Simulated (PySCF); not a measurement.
Correlation energy of Zn³⁺ (zinc, charge +3)

Starting occupation: [Ar] 3d8 4s1, 3d3/2 with m_j = -1/2, +1/2, +3/2, 3d5/2 with m_j = -3/2, -1/2, +1/2, +3/2, +5/2, 4s1/2 with m_j = +1/2. Calculation: PySCF 2.14, in x2c-TZVPall-2c with one added diffuse shell each of s, p, d type (7s8p5d1f, 63 functions); X2C-1e with screened-nucleus spin-orbit coupling, Gaussian nucleus. Frozen: [Ne]; 17 electrons correlated; the 6 highest virtual spinors left out.

MP2 pair energies summed by pair of shells (mhartree):

```json
{"pair": "3d-3d", "energy": "-175.09", "share (%)": "38.9"}
{"pair": "3d-3p", "energy": "-153.65", "share (%)": "34.1"}
{"pair": "3p-3p", "energy": "-44.98", "share (%)": "10.0"}
{"pair": "3d-3s", "energy": "-29.21", "share (%)": "6.5"}
{"pair": "3d-4s", "energy": "-18.24", "share (%)": "4.1"}
{"pair": "3p-3s", "energy": "-18.18", "share (%)": "4.0"}
{"pair": "3p-4s", "energy": "-7.38", "share (%)": "1.6"}
{"pair": "3s-3s", "energy": "-2.67", "share (%)": "0.6"}
{"pair": "3s-4s", "energy": "-0.64", "share (%)": "0.1"}
```

Total MP2 correlation energy: -450.02 mhartree.

The GHF reference relaxed away from the jj start to a determinant that is no pure jj level (⟨S²⟩ = 3.75, ⟨J²⟩ = 24.75); the energies belong to that determinant.

This basis was not built for core-valence correlation, so the inner-shell part is incomplete.
